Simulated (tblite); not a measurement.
C₈H₁₁ (doublet state).
Z-matrix (Å and degrees, GFN2-xTB geometry), rows numbered from 1:
```
C 
C   1  1.3054
C   2  1.5207  1  109.50
C   3  1.5451  2  103.66  1    -9.19
C   1  1.4854  2  116.84  3    -1.44
C   5  1.5132  1  111.52  2  -108.20
C   6  1.4998  5  119.76  1  -161.74
C   7  1.4984  6   59.98  5   109.78
H   2  1.0737  1  128.63  3   179.54
H   3  1.0906  2  111.33  1  -129.94
H   3  1.0927  2  109.62  1   110.37
H   4  1.0894  3  109.80  2  -102.64
H   4  1.0888  3  112.18  2   136.79
H   5  1.0931  1  111.92  2   129.37
H   6  1.0838  5  113.09  1    53.68
H   7  1.0796  6  118.56  8   108.16
H   7  1.0799  6  118.10  8  -107.94
H   8  1.0797  6  118.04  7   108.02
H   8  1.0795  6  118.51  7  -108.31
```

Structure optimised with GFN2-xTB, isolated species. This method treats the open shell by occupation alone, without spin polarisation.

Take the most abundant isotopes and a rigid rotor. The values belong to one conformer with, in the numbering `[C:1]1=[CH:2][CH2:3][CH2:4][C@@H:5]1[CH:6]1[CH2:7][CH2:8]1`, C4–C5–C6–C7 86°, C1–C2–C3–C4 -9°, C2–C3–C4–C5 16°, C3–C4–C5–C6 103°, C5–C6–C7–C8 110°.

Give the principal moments of inertia and the rotational constants in MHz.

Ia = 100.36, Ib = 365.41, Ic = 420.10 u·Å²; 505379 MHz·u·Å²/I gives A = 5035, B = 1383, C = 1203 MHz.

What kind of rotor is it?

A near-prolate asymmetric top. Ray's parameter κ = (2B − A − C)/(A − C) = -0.906; −1 is the prolate and +1 the oblate limit.

What does the inertial defect say?

Not planar: Δ = Ic − Ia − Ib = -45.67 u·Å². For a rigid frame Δ = −2 Σ m c², so Σ m c² = 22.83 u·Å² lies off the ab plane: 11.87 from hydrogen and 10.97 from heavier atoms. The atom farthest from that plane is 1.59 Å away.

Give the other two planar moments, Paa and Pbb, and the rms extents of the mass along the axes.

Paa = Σ m a² = (Ib + Ic − Ia)/2 = 342.57 and Pbb = Σ m b² = (Ia + Ic − Ib)/2 = 77.53 u·Å². With the mass M = 107.09 u, the rms extents √(P/M) along a, b and c are 1.79, 0.85, 0.46 Å.

Give the coordinates in the principal-axis frame, origin at the centre of mass.

The sense of each axis is arbitrary; atoms in the order of the calculation.
```csv
atom,mass (u),a (Å),b (Å),c (Å)
C1,12.000,0.927,1.165,0.323
C2,12.000,2.087,0.878,-0.202
C3,12.000,2.196,-0.626,-0.403
C4,12.000,0.955,-1.182,0.332
C5,12.000,0.001,0.029,0.566
C6,12.000,-1.159,0.041,-0.406
C7,12.000,-2.399,-0.743,-0.095
C8,12.000,-2.429,0.755,-0.054
H9,1.008,2.881,1.545,-0.480
H10,1.008,3.127,-1.015,0.010
H11,1.008,2.173,-0.856,-1.471
H12,1.008,1.252,-1.598,1.294
H13,1.008,0.455,-1.962,-0.240
H14,1.008,-0.389,0.031,1.587
H15,1.008,-0.845,0.079,-1.443
H16,1.008,-2.908,-1.245,-0.903
H17,1.008,-2.441,-1.278,0.843
H18,1.008,-2.490,1.237,0.910
H19,1.008,-2.957,1.281,-0.834
```

Estimate the classical rotational partition function at 25 K, 298.15 K and 500 K.

Point group C1, symmetry number σ = 1; q = (√π/σ)·√((kT/h)³/(ABC)), k/h = 20836.6 MHz/K: 7280 at 25 K, 300000 at 298.15 K, 651000 at 500 K.

For this open shell read J as N, the rotation without spin; fine and hyperfine splittings come on top. Its GFN2-xTB frequencies are all real (lowest 62 cm⁻¹). No vibrational averaging or centrifugal distortion is included, and the geometry carries the error of its method.

Time: 0.48 s. Hardware: one thread of an Arm Neoverse V1, on a shared host. That covers the optimisation of the geometry.

These are computed values.
